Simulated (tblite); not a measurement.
C9H15N.
Numbering: `[CH3:1]/[CH:2]=[C:3]1/[C@@H:4](/[CH:5]=[N:6]\[CH3:7])[C@H:8]1[CH2:9][CH3:10]` (hydrogens: H11, H12, H13 on C1; H14 on C2; H15 on C4; H16 on C5; H17, H18, H19 on C7; H20 on C8; H21, H22 on C9; H23, H24, H25 on C10)

Structure used (GFN2-xTB), in Å, numbered top down from 1:
```xyz
25
C9H15N angstrom
C     -3.2699   -1.3846    0.5849
C     -1.8093   -1.6778    0.4440
C     -0.8718   -0.7674    0.5333
C      0.5704   -0.4608    0.4420
C      1.2482   -0.5797   -0.8608
N      2.4490   -0.8468   -1.1296
C      3.4574   -1.0950   -0.1432
C     -0.4902    0.6327    0.6729
C     -0.8095    1.6587   -0.3936
C      0.3253    2.6649   -0.5573
H     -3.4357   -0.3229    0.7478
H     -3.8012   -1.6932   -0.3151
H     -3.6858   -1.9417    1.4242
H     -1.5457   -2.7140    0.2708
H      1.1815   -0.7000    1.3056
H      0.6127   -0.4229   -1.7277
H      4.1229   -1.8593   -0.5462
H      3.0864   -1.4215    0.8342
H      4.0424   -0.1823   -0.0084
H     -0.4872    1.0511    1.6757
H     -1.0016    1.1601   -1.3448
H     -1.7250    2.1828   -0.1058
H      0.5140    3.1827    0.3811
H      1.2381    2.1567   -0.8612
H      0.0733    3.4042   -1.3139
```

Computed values, GFN2-xTB/tblite, gas phase, harmonic and unscaled. Against measured fundamentals such values can be off by several per cent, at times by over 20. One conformer, not necessarily the lowest. The optimisation stopped once no atom felt more than 0.01 eV/Å.

Lowest wavenumbers of the output (negative numbers stand for imaginary wavenumbers):
```
mode    cm-1
  1     -30.4
  2      31.1
  3      81.5
  4      93.3
  5     101.3
  6     146.4
  7     163.4
  8     206.1
  9     219.9
 10     251.6
```

**Question.** Is this structure a minimum?

**Answer.** Not by this Hessian. 1 mode is imaginary beyond 20i (30i cm⁻¹), so at this level the point lies at or near a first-order saddle. The curvature is small, so loose convergence or finite differences may be the whole cause.

**Question.** Which atoms move in the imaginary mode?

**Answer.** 30i: H19 (methyl hydrogen) 38 %, H18 (methyl hydrogen) 32 %, H17 (methyl hydrogen) 21 %. These are shares of the mass-weighted motion.

**Question.** What is the remedy?

**Answer.** Step along that mode in both directions, optimise again with tighter thresholds and repeat the frequencies. The zero-point energy of this point (135.5 kcal/mol) counts the 68 real modes alone, and thermal corrections from it aren't those of a minimum.
